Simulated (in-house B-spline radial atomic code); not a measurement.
**Ionising C⁵⁺ with different functionals**

Computed with a radial B-spline atomic code at the basis-set limit: non-relativistic Hamiltonian, point nucleus, spin-polarised at highest spin, spherical fractional occupations for the functionals. The ionisation energy is the difference of two self-consistent energies, 1s1 → bare nucleus, without Breit or QED terms; ε is the level of the shell that loses the electron (its least bound occupied spin orbital).

```json
{"method": "LDA VWN5", "rung": "LDA", "ΔSCF (eV)": "483.75", "-ε(1s) (eV)": "447.77"}
{"method": "SCAN", "rung": "meta-GGA", "ΔSCF (eV)": "489.81", "-ε(1s) (eV)": "456.08"}
{"method": "r2SCAN", "rung": "meta-GGA", "ΔSCF (eV)": "489.81", "-ε(1s) (eV)": "456.08"}
{"method": "TPSSh", "rung": "global hybrid", "ΔSCF (eV)": "489.81", "-ε(1s) (eV)": "458.12"}
{"method": "M06-2X", "rung": "global hybrid", "ΔSCF (eV)": "489.50", "-ε(1s) (eV)": "469.60"}
{"method": "HSE06", "rung": "range-separated hybrid", "ΔSCF (eV)": "489.24", "-ε(1s) (eV)": "460.98"}
{"method": "wB97X", "rung": "range-separated hybrid", "ΔSCF (eV)": "490.62", "-ε(1s) (eV)": "461.90"}
```

Problem. Among the functionals, which spreads more, the ΔSCF values or the orbital energies?

Solution. The orbital energies: ΔSCF values span about 6.87 eV and the orbital energies 21.84 eV.

Problem. How do they compare with the NIST value?

Solution. NIST lists 489.993 eV (tabulated theory, ground level to ground level). Errors run from -6.24 to +0.63 eV; TPSSh is closest (-0.18 eV), but part of that can be cancellation, since the calculations leave out relativity, Breit-QED terms.
